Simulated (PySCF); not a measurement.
HO$_{2}$ (SMILES [O]O), doublet, at a GFN2-xTB geometry. Base run: B3LYP/3-21G in PySCF.

Input for PySCF:
```python
from pyscf import gto, scf, dft

mol = gto.Mole()
mol.atom = '''
    O     0.06734955    0.70545160   -0.04079075
    O     0.02832837   -0.59600105   -0.02035813
    H    -0.76542330   -0.87560443    0.48919096
'''
mol.basis = '3-21g'
mol.spin = 1
mol.verbose = 4
mol.build()

mf = dft.UKS(mol)
mf.xc = 'b3lyp'
mf.kernel()
mf.analyze()
```

Variants of this job, named by their change:

```
change                                                                                         basis functions      E (Eh)  HOMO (eV)  dipole (D)
---------------------------------------------------------------------------------------------  ---------------  ----------  ---------  ----------
base                                                                                                        20  -150.05665      -6.63        2.37
basis = jorge-DZP-DKH; relativity = spin-free X2C; nucleus = Gaussian (with mol.nucmod = 'G')               35  -151.04412      -7.47        2.37
basis = jorge-DZP-DKH; relativity = none                                                                    35  -150.93344      -7.48        2.38
basis = x2c-SVPall; relativity = spin-free X2C                                                              33  -150.89011      -7.31        2.32
basis = cc-pVDZ-DK; relativity = spin-free X2C                                                              33  -151.01987      -7.18        2.26
basis = cc-pVDZ-DK; relativity = none                                                                       33  -150.90723      -7.18        2.26
basis = x2c-SVPall; relativity = none                                                                       33  -150.78335      -7.33        2.33
basis = x2c-SVPall; relativity = spin-free X2C; nucleus = Gaussian (with mol.nucmod = 'G')                  33  -150.89008      -7.31        2.32
basis = jorge-DZP-DKH; relativity = spin-free X2C                                                           35  -151.04414      -7.47        2.37
basis = cc-pVDZ-DK; relativity = spin-free X2C; nucleus = Gaussian (with mol.nucmod = 'G')                  33  -151.01984      -7.18        2.26
```

Absolute energies of different levels of theory aren't comparable as measures of quality.

Open shells are given as the SCF converged; they aren't shown to be the lowest states, and a large step between rows can be another state.

Basis sets contracted for a relativistic Hamiltonian are a mismatch without it, so the rows without relativity aren't non-relativistic limits. No row has spin-orbit coupling; sets with core potentials leave out the core electrons.
